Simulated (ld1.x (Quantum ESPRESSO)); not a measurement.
**Ir: variants of one TM semilocal potential**

Base potential:

Ir, norm-conserving Troullier–Martins (semilocal form), made with ld1.x (Quantum ESPRESSO) 7.5 (PBE, scalar-relativistic). Core [Kr] 4d10 4f14 5s2, reference 5p6 5d7 6s2 6p0. Waves: 6s (bound): rc 1.95 bohr; 5p (bound): rc 1.10 bohr; 5d (bound): rc 2.30 bohr. Local part: the d channel. Core correction: none.

Cutoffs, loose and tight: the cutoffs (Ry, on a coarse ladder) from which the occupation-weighted sum of valence levels, in a spherical-Bessel basis at the reference potential, stays within 10 and 1 mRy of its value at 400 Ry. They do not see the model core or the augmentation charge, which bear on the density cutoff. Test errors are all-electron minus pseudo excitation energies from the reference, over the configurations 5p6 5d7 6s1 6p0; 5p6 5d7 6s0 6p0; 5p6 5d6 6s0 6p0; 5p6 5d7.5 6s1.5 6p0; 5p6 5d7 6s1 6p1; 5p6 5d5 6s0 6p0; 5p6 5d6 6s2 6p0. A dash means not determined; rows that change the core or the reference have their own tests.

A semilocal file is local in each channel, so a ghost entry of none says nothing of the separable form that plane-wave codes build from it.

| change | outcome | cutoff, loose | cutoff, tight | bound ghosts | largest test error (meV) |
| --- | --- | --- | --- | --- | --- |
| base | generated | 140 Ry | 200 Ry | none | +29 |
| wave 5d (bound): rc 2.30 bohr becomes 5d (bound): rc 1.44 bohr | generated | 140 Ry | 200 Ry | none | +48 |
| wave 5d (bound): rc 2.30 bohr becomes 5d (bound): rc 1.78 bohr | generated | 140 Ry | 200 Ry | none | +52 |
| wave 5d (bound): rc 2.30 bohr becomes 5d (bound): rc 1.98 bohr | generated | 140 Ry | 200 Ry | none | +50 |
| wave 5d (bound): rc 2.30 bohr becomes 5d (bound): rc 2.42 bohr | generated | 140 Ry | 200 Ry | none | -24 |
| wave 5d (bound): rc 2.30 bohr becomes 5d (bound): rc 2.70 bohr | generated | 140 Ry | 200 Ry | none | -47 |
| wave 5d (bound): rc 2.30 bohr becomes 5d (bound): rc 2.94 bohr | generated | 140 Ry | 200 Ry | none | -104 |

What comes out with this change to the base: wave 5d (bound): rc 2.30 bohr becomes 5d (bound): rc 3.38 bohr?

outcome: generated; cutoff, loose: 140 Ry; cutoff, tight: 200 Ry; bound ghosts: none; largest test error (meV): -194.

What comes out with this change to the base: wave 5d (bound): rc 2.30 bohr becomes 5d (bound): rc 3.18 bohr?

outcome: generated; cutoff, loose: 140 Ry; cutoff, tight: 200 Ry; bound ghosts: none; largest test error (meV): -157.

Reading the sweep of the d radius (base included, trends over the rows without a ghost): The loose cutoff stays near 140 Ry. The median size of the test errors (rows with all tests solved) rises from 13.4 meV at 1.44 to 29.0 meV at 3.38 bohr, with one reversal. More of the atom is replaced by a form fitted at one configuration, so other configurations suffer as the radius grows.
